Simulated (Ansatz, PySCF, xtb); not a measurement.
Donor–acceptor adduct: BF3 (SMILES FB(F)F) (first 4 atoms) with H2O (SMILES O); geometry from B3LYP-D3(BJ)/def2-TZVP, rigid monomers moved along the line of their centres of mass till B2···O5 is 2.61 Å.
(charge 0, multiplicity 1):
```xyz
7

F      1.05792    -0.78438     0.30187
B      0.02947     0.02507     0.57220
F      0.21096     1.34710     0.36965
F     -1.21323    -0.46047     0.36874
O      0.02881     0.02153     3.18314
H     -0.83479    -0.27931     3.49649
H      0.15600     0.92571     3.50055
```

Interaction energies are E(AB) − E(A) − E(B) at the monomers' geometry in the complex; basis-set methods are counterpoise corrected.

Rows in 6-31G* carry no dispersion term and start afresh at each structure (6-31G* with six Cartesian d functions).

Programs: Ansatz (Gaussian basis) for Hartree–Fock, density functionals and correlated methods; PySCF for 6-31G* rows, the dispersion terms; xtb for the GFN methods. Values without a source in brackets are computed.

Problem. One of these levels gives -9.79 kcal/mol for the interaction energy. Which one is it?
A. GFN1-xTB
B. r2SCAN-D3(BJ)/def2-TZVPPD
C. B3LYP/6-31G*

Solution. C, B3LYP/6-31G*. The others give -6.13 (GFN1-xTB), -10.61 (r2SCAN-D3(BJ)/def2-TZVPPD)

Ansatz is a first-principles code.
